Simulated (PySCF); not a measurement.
OSi, charge +1, doublet, geometry from GFN2-xTB (a state made from the parent by changing its charge; the spin is typed, not shown lowest). Base run: PBE0/STO-3G (PySCF).

Input for PySCF:
```python
from pyscf import gto, scf, dft

mol = gto.Mole()
mol.atom = '''
    Si   -0.000000   -0.000000   -0.540265
    O     0.000000    0.000000    0.945464
'''
mol.basis = 'sto-3g'
mol.charge = 1
mol.spin = 1
mol.verbose = 4
mol.build()

mf = dft.UKS(mol)
mf.xc = 'pbe0'
mf.kernel()
mf.analyze()
```

The base run was repeated with changes; each row names its change, and settings that it needs were set with it.

```
change                                                                                                                  ΔE vs base (mEh)  fitting functions
----------------------------------------------------------------------------------------------------------------------  ----------------  -----------------
base                                                                                                                               0.000                  -
auxbasis = cc-pvdz-jkfit                                                                                                          -0.217                182
auxbasis = autoaux                                                                                                                 0.162                168
auxbasis = even-tempered beta=3.0                                                                                                 -5.838                 84
auxbasis = even-tempered beta=1.6                                                                                                  0.197                184
auxbasis = even-tempered beta=2.0                                                                                                  0.117                132
exchange = seminumerical (SGX) (with mf = sgx.sgx_fit(mf, auxbasis='def2-universal-jfit'); with mf.with_df.dfj = True)            -1.462                100
auxbasis = cc-pvtz-ri                                                                                                             -6.723                203
auxbasis = def2-tzvp-ri                                                                                                          -10.791                189
auxbasis = def2-universal-jfit                                                                                                     446.6                100
```

A fitting set is made for a task (jfit for Coulomb, jkfit for Coulomb and exchange, ri for correlation) and for a family of orbital bases.

Open shells are given as the SCF converged; they aren't shown to be the lowest states, and a large step between rows can be another state.
